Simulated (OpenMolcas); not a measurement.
Multiplet structure of Te4+

```json
{
 "Program": "OpenMolcas 26.06",
 "Method": "SS-RASPT2, IPEA 0.25 Eh, imaginary shift 0.1 Eh (closed shells correlated: 4d)",
 "Basis": "ANO-RCC-VTZP [7s6p4d2f1g]",
 "Scalar Hamiltonian": "DKH2, point nucleus",
 "Active space": "2 electrons in 9 orbitals (RAS2 5s 5p; RAS3 5d, at most 2 electrons)",
 "State averaging": "2S+1 = 3 even, 3 roots; 2S+1 = 1 even, 7 roots; 2S+1 = 3 odd, 3 roots; 2S+1 = 1 odd, 3 roots",
 "Spin-orbit coupling": "state interaction with AMFI integrals over the reference wave functions, term energies averaged over their components"
}
```

Spin-free terms above the lowest, with the occupations of the reference:

| Configuration | Term | E (cm⁻¹) | Occupations |
| --- | --- | --- | --- |
| 5s² | ¹S | 0.0 | 5s 1.94 5p 0.06 |
| 5s 5p | ³P° | 81650 | 5s 1.00 5p 1.00 |
| 5s 5p | ¹P° | 109250 | 5s 0.97 5p 1.00 5d 0.03 |
| 5p² | ³P | 184580 | 5p 1.99 5d 0.01 |
| 5p² | ¹D | 184930 | 5s 0.24 5p 1.52 5d 0.24 |

With spin-orbit coupling, above the lowest level:

```json
{"Configuration": "5s²", "Term": "¹S", "J": "0", "E (cm⁻¹)": "0.0", "Measured (cm⁻¹)": "0.0", "Term weight %": "100", "Second": ""}
{"Configuration": "5s 5p", "Term": "³P°", "J": "0", "E (cm⁻¹)": "75080", "Measured (cm⁻¹)": "", "Term weight %": "100", "Second": ""}
{"Configuration": "5s 5p", "Term": "³P°", "J": "1", "E (cm⁻¹)": "77780", "Measured (cm⁻¹)": "", "Term weight %": "98", "Second": ""}
{"Configuration": "5s 5p", "Term": "³P°", "J": "2", "E (cm⁻¹)": "84960", "Measured (cm⁻¹)": "", "Term weight %": "100", "Second": ""}
{"Configuration": "5s 5p", "Term": "¹P°", "J": "1", "E (cm⁻¹)": "109860", "Measured (cm⁻¹)": "111707", "Term weight %": "98", "Second": ""}
{"Configuration": "5p²", "Term": "³P", "J": "0", "E (cm⁻¹)": "176020", "Measured (cm⁻¹)": "176248", "Term weight %": "94", "Second": "6 ¹S"}
{"Configuration": "5p²", "Term": "³P", "J": "1", "E (cm⁻¹)": "181420", "Measured (cm⁻¹)": "182419", "Term weight %": "100", "Second": ""}
{"Configuration": "5p²", "Term": "¹D", "J": "2", "E (cm⁻¹)": "182190", "Measured (cm⁻¹)": "182797", "Term weight %": "67", "Second": "33 ³P"}
```

Against the 4 measured excited levels shown (Moore, Atomic Energy Levels, vol. III, NSRDS-NBS 35 (1971 reprint of NBS Circular 467, 1958)) the mean absolute deviation is 920 cm-1; the largest miss in energy is 5s 5p ¹P°₁: computed 109860, measured 111707 cm⁻¹ (-1.7 %).

Spin-orbit coupling puts the lowest level 12.7 cm⁻¹ below the lowest spin-free term.

Term energies are means over components that CASPT2 splits; among the terms shown or strongly mixed into the levels shown the widest spread is 11 cm-1 (5p² ¹D). Active for correlation alone: 5d; no level in the range computed is led by a configuration that fills it, so any true level of that kind is missing. Some terms mix strongly with configurations of 5d, whose occupation reaches 0.24 (5p² ¹D). Measured partners are found by configuration, term and J. A level has none where our copy of the source lacks it or the pairing is in doubt (some pairs that miss far off the trend of their configuration count as doubtful), and it then counts in no deviation. Levels of configurations outside the active space are missing. The first state left out of the spin-orbit step lies near 230000 cm-1 above the lowest spin-free state of the reference (among the parities and spins computed), and the list stops at four fifths of that energy or lower.

The term weight is that of the spin-free term in the level, not the purity of its configuration. ° marks odd parity.
